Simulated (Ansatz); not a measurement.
Geometry optimisation, RKS B3LYP-D4/6-31G in Ansatz.

The input (input.yaml):

```yaml
crystal:
  periodic: [false, false, false]
  atoms:
    - { symbol: "N", position_ang: [0.371, 1.545, 0.8069] }
    - { symbol: C, position_ang: [0.5806, 0.3198, 0.8012] }
    - { symbol: O, position_ang: [0.192, -0.4566, 1.8819] }
    - { symbol: S, position_ang: [1.4956, -0.4273, -0.5904] }
    - { symbol: Al, position_ang: [-0.5232, -0.9622, -1.6532] }
    - { symbol: H, position_ang: [0.5865, 2.2098, -0.0162] }
    - { symbol: H, position_ang: [-0.2216, -0.0505, 2.6986] }
    - { symbol: H, position_ang: [-1.2057, -2.3328, -1.3465] }
    - { symbol: H, position_ang: [-1.1866, 0.1085, -2.5994] }
basis:
  gaussian: { orbitals: "6-31G" }
hamiltonian:
  xc: b3lyp
  dispersion: d4
relax:
  f_tol: 0.015
  max_steps: 40
output:
  orbitals: {}
```

Launched with:

```bash
$ ansatz run input.yaml --threads 1 --pin off --max-ram 2048MiB --backend cpu --events-out ev --progress --plain --runs-dir out
```

Task: Where does it end, and by what steps?

Result: The run converged. Limits of this set-up: no polarisation functions. After 19 steps the energy has fallen by 1.579 eV; H6 moved furthest, 1.76 Å. Joined: O3–Al5.

```
step  energy less start (eV)  largest force component (eV/Å)  accepted
   0                  0.0000                           3.972       yes
   1                 -0.4269                           0.910       yes
   2                 -0.4627                           1.819       yes
   3                 -0.5260                           0.735       yes
   4                 -0.5788                           0.223       yes
   5                 -0.6173                           0.158       yes
   6                 -0.6730                           0.208       yes
   7                 -0.7661                           0.322       yes
   8                 -0.9269                           0.410       yes
   9                 -1.1271                           0.553       yes
  10                 -1.2831                           0.635       yes
  11                 -1.4395                           0.867       yes
  12                 -1.5131                           0.797       yes
  13                 -1.5449                           0.425       yes
  14                 -1.5551                           0.602       yes
  15                 -1.4449                           1.533        no
  16                 -1.5728                           0.240       yes
  17                 -1.5784                           0.078       yes
  18                 -1.5785                           0.025       yes
  19                 -1.5785                           0.014       yes
```

```xyz
9
Properties=species:S:1:pos:R:3
N 0.956 1.478 1.341
C 0.653 0.705 0.398
O -0.561 -0.089 0.576
S 1.287 0.226 -1.231
Al -0.685 -1.156 -1.092
H 1.796 2.044 1.246
H -1.016 0.070 1.427
H -0.411 -2.688 -0.742
H -1.931 -0.637 -1.941
```

Whether the end is a true minimum wasn't checked by a vibrational analysis.

Run time: 74 s on 1 thread of Arm Neoverse V2, with other jobs on the host, peak memory 0.19 GiB.
